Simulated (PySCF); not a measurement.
# Electron correlation in O⁺ (oxygen, charge +1)

[He] 2s2 2p3, high-spin 4S determinant. Calculation: PySCF 2.14, in cc-pVDZ-DK (3s2p1d, 14 functions); scalar relativity by spin-free X2C-1e. Frozen: 1s2; 5 electrons correlated.

MP2 pair energies summed by pair of shells (mhartree):

```
 pair  energy  share (%)
2s-2p  -45.98       65.8
2p-2p  -16.52       23.6
2s-2s   -7.41       10.6
```

Total MP2 correlation energy: -69.91 mhartree.

Same-spin part -19.53 and opposite-spin part -50.37 mhartree; SCS-MP2 scales them by 1/3 and 6/5 to -66.96 mhartree.

```csv
level,correlation energy (mhartree)
CCSD,-84.82
(T),-0.53
CCSD(T),-85.35
```

Diagnostics: T1 = 0.0036, D1 = 0.0066, largest double amplitude 0.035.

Q: Is a single reference adequate?

A: Yes: T1 lies below 0.03 and no double amplitude reaches 0.07.
